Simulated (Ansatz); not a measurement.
HBr₂GaO, SMILES `[OH][Ga]([Br])[Br]` (H–O–Ga–Br torsion 180°) with one electron removed (charge 1, multiplicity 2), frozen-core CCSD(T)/cc-pVTZ // B3LYP-D3(BJ)/def2-TZVP run with Ansatz (a first-principles code). The calculation was stopped at its time limit.

Ansatz 0.2 input:
```yaml
crystal:
  periodic: [false, false, false]
  atoms:
    - { symbol: O, position_ang: [-1.22727, -0.76579, 0.020894] }
    - { symbol: Ga, position_ang: [0.382302, -0.009501, -0.004052] }
    - { symbol: Br, position_ang: [2.199752, -1.371477, -0.007485] }
    - { symbol: Br, position_ang: [0.590121, 2.268927, -0.025794] }
    - { symbol: H, position_ang: [-1.944906, -0.122159, 0.016438] }
basis:
  gaussian: { orbitals: cc-pVTZ }
correlation:
  method: ccsd_t
total_charge: 1
magnetization:
  spin_polarized: true
  initial_magnetization: 1
```

The last lines of the output:

```
mean field evaluation 608: about -194376.3660 eV, gradient 9.7e-1 eV
mean field evaluation 640: about -194383.0611 eV, gradient 3.8e-2 eV
mean field evaluation 672: about -194382.1758 eV, gradient 6.1e-1 eV
mean field evaluation 704: about -194382.1318 eV, gradient 7.2e-1 eV
mean field evaluation 736: about -194383.2176 eV, gradient 2.1e0 eV
mean field -194383.76597283 eV, -7143.4716414527 hartree, gradient 2.1e-6 eV, S^2 0.759734; 18 other end points of the search recorded, 0 dependent functions left out
determinant -194383.76597283 eV, -7143.4716414527 hartree, with singles and doubles -194406.15974921 eV, -7144.2945975557 hartree
determinant -194383.68972735 eV, -7143.4688394828 hartree, with singles and doubles -194406.15167975 eV, -7144.2943010084 hartree
determinant -194383.60657804 eV, -7143.4657838022 hartree, with singles and doubles -194405.38697832 eV, -7144.2661987493 hartree
determinant -194383.58666990 eV, -7143.4650521916 hartree, with singles and doubles -194405.98274254 eV, -7144.2880926805 hartree
determinant -194383.52758417 eV, -7143.4628808309 hartree, with singles and doubles -194405.97329204 eV, -7144.2877453810 hartree
determinant -194383.33412797 eV, -7143.4557714469 hartree, with singles and doubles -194406.15044104 eV, -7144.2942554868 hartree
determinant -194383.06107486 eV, -7143.4457369301 hartree, with singles and doubles -194405.29970638 eV, -7144.2629915645 hartree
determinant -194383.04222786 eV, -7143.4450443157 hartree, with singles and doubles -194405.95513219 eV, -7144.2870780187 hartree
determinant -194382.70395586 eV, -7143.4326130490 hartree, with singles and doubles -194405.78680700 eV, -7144.2808921823 hartree
determinant -194382.48165050 eV, -7143.4244434775 hartree, with singles and doubles -194405.57464685 eV, -7144.2730954405 hartree
determinant -194381.98313992 eV, -7143.4061235516 hartree, with singles and doubles -194404.86490788 eV, -7144.2470130145 hartree
determinant -194383.76597283 eV, -7143.4716414527 hartree, with singles and doubles -194406.18613120 eV, -7144.2955670759 hartree
determinant -194383.68972735 eV, -7143.4688394828 hartree, with singles and doubles -194406.17771474 eV, -7144.2952577766 hartree
determinant -194383.58666990 eV, -7143.4650521916 hartree, with singles and doubles -194406.00522620 eV, -7144.2889189397 hartree
determinant -194383.52758417 eV, -7143.4628808309 hartree, with singles and doubles -194405.99734117 eV, -7144.2886291702 hartree
```
